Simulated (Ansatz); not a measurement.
One change: `C[B]([AlH2])[GeH3]` becomes `C[B](C)[GeH3]`.

Ansatz, PBE0-D4/def2-TZVP geometries, multiplicity 1. 

Scalar relativity is left out up to krypton.

```tsv
property	`C[B]([AlH2])[GeH3]`
HOMO–LUMO gap (B3LYP/def2-TZVPP) / eV	4.31
HOMO energy (B3LYP/def2-TZVPP) / eV	-6.61
size of the dipole moment (ωB97M-V/def2-TZVPP) / D	1.62
HOMO energy (PBE/def2-TZVPP) / eV	-5.71
LUMO energy (PBE/def2-TZVPP) / eV	-3.08
LUMO energy (PBE0/def2-TZVPP) / eV	-2.16
```

**Question.** Give the same properties after the change, and the shifts. (Estimate.)

**Answer.** Computed: 
```tsv
property	`C[B](C)[GeH3]`	shift
HOMO–LUMO gap (B3LYP/def2-TZVPP) / eV	5.92	1.61
HOMO energy (B3LYP/def2-TZVPP) / eV	-7.36	-0.75
size of the dipole moment (ωB97M-V/def2-TZVPP) / D	1.59	-0.03
HOMO energy (PBE/def2-TZVPP) / eV	-6.37	-0.66
LUMO energy (PBE/def2-TZVPP) / eV	-2.20	0.88
LUMO energy (PBE0/def2-TZVPP) / eV	-1.24	0.92
```

With PBE0 the HOMO falls by 0.75 eV and the LUMO rises by 0.92 eV, so the gap widens by about 1.67 eV. PBE moves the HOMO by -0.66 eV and ωB97M-V by -0.84 eV. Dipoles are sizes alone; their direction can turn.

B3LYP here is the variant with VWN-RPA as its local correlation; programs differ in this.
